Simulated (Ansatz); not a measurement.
A structure relaxed at PBE0-D4/def2-SVP in Ansatz, charge 1, doublet:

```xyz
5

Na   -1.2071    1.4194    2.0541
Na    1.1473   -0.8513   -2.3770
Pb    0.1307   -1.2439    0.7070
Pb    1.9741    0.9714    0.5510
Pb   -2.0451   -0.2957   -0.9352
```

Q: Give its formula and point group.

A: the cluster Na₂Pb₃⁺. Point group C2v (tolerance 0.1 Å).

Q: Summarise the bond lengths by kind (pairs closer than 1.2 times the sum of covalent radii, bridged metal pairs left out).

A: 6 × Na–Pb 3.27 to 3.55 Å; 2 × Pb–Pb 2.89 Å.

In the def2 sets Pb takes a core potential; there is no spin–orbit coupling. The relaxation made no stability test and no search for a lower SCF solution. Another isomer (doublet) lies 0.44 eV lower at PBE0-D4/def2-TZVP; other spin states weren't run for this one.
